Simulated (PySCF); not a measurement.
## From computed data to an observable: entropy of an ideal gas

Al(AsH2)(H)2 (AlAsH4), SMILES [AlH2][AsH2].

Coordinates come from a PBE0-D3(BJ)/def2-TZVP optimisation.

PBE0-D3(BJ)/def2-TZVP (PySCF 2.14.0) gives the harmonic wavenumbers 166, 338, 351, 388, 601, 608, 772, 981, 1914, 1928, 2205, 2219 cm⁻¹ and the rotational temperatures 2.8743, 0.1822, 0.1766 K. The molar mass is 105.94 g/mol, the symmetry number 1, the spin multiplicity 1.

Problem. Work out the entropy at 298.15 K and 1 atm in the rigid-rotor, harmonic-oscillator model.

Solution. 
Translation (Sackur–Tetrode at 1 atm): S = R[1.5 ln M + 2.5 ln T − 1.16487] = 166.9 J/(mol K).
Rotation: q = (√π/σ) T^1.5/√(θA θB θC) = 30000, S = R[ln q + 3/2] = 98.2 J/(mol K).
Vibration: with u = 1.4388 ν/T, each mode gives R[u/(e^u − 1) − ln(1 − e^−u)]:
| ν (cm⁻¹) | modes | u | S (J/(mol K)) |
|---|---|---|---|
| 166 | 1 | 0.80 | 10.38 |
| 338 | 1 | 1.63 | 5.11 |
| 351 | 1 | 1.69 | 4.86 |
| 388 | 1 | 1.87 | 4.22 |
| 601 | 1 | 2.90 | 1.87 |
| 608 | 1 | 2.93 | 1.82 |
| 772 | 1 | 3.73 | 0.97 |
| 981 | 1 | 4.73 | 0.42 |
| 1914 | 1 | 9.24 | 0.01 |
| 1928 | 1 | 9.30 | 0.01 |
The stiffer modes add less than 0.005 each. Sum 29.7 J/(mol K).
Spin: R ln 1 = 0.0 J/(mol K).
Total 294.8 J/(mol K); the program's own thermochemistry gives 294.8. Translation makes up 57 % and vibration 10 %. Anharmonicity, hindered rotation and orbital degeneracy are left out.
